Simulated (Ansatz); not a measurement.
Consider the formal exchange of groups at the Si–O bond: `C[O][Al]([F])[O][SiH3]` + `O[SiH2]N[SiH3]` → `O[SiH]([SiH3])N[SiH3]` + `C[O][Al]([OH])[F]`.

Calculated with Ansatz (gas phase, PBE0-D4/def2-TZVP geometries, no zero-point term in ΔE). CCSD(T)/CBS adds triple-zeta CCSD(T) − MP2 to the extrapolated MP2 energy (def2 sets, frozen cores). This one scheme is used for every species. Functionals use def2-TZVPP. Each species was taken in one conformer, which may not be the lowest.

CCSD(T)/CBS gives +1.19 eV.

Question: Another level gave +1.27 eV. Which?
A. B2PLYP/def2-TZVPP
B. PBE0/def2-TZVPP
C. PBE/def2-TZVPP
D. r2SCAN-D4/def2-TZVPP

Answer: A. B2PLYP 1.27, PBE0 1.03, r2SCAN-D4 1.12, PBE 0.92 eV.

Largest T1 diagnostic among the species: 0.012.

In def2-TZVPP, CCSD(T) changes the Hartree–Fock value by −0.39 eV (the triples alone add −0.06 eV) and MP2 by −0.32 eV. The D4 term adds −0.08 eV with B3LYP and −0.04 eV with PBE0; it sums over pairs of atoms, weighted by their polarisabilities, and B3LYP, whose exchange is more repulsive, gets the larger term. From PBE to PBE0 (25 % exact exchange), in def2-TZVPP and without D4, ΔE moves by +0.11 eV.

B3LYP here is the variant with VWN-RPA as its local correlation; programs differ in this.
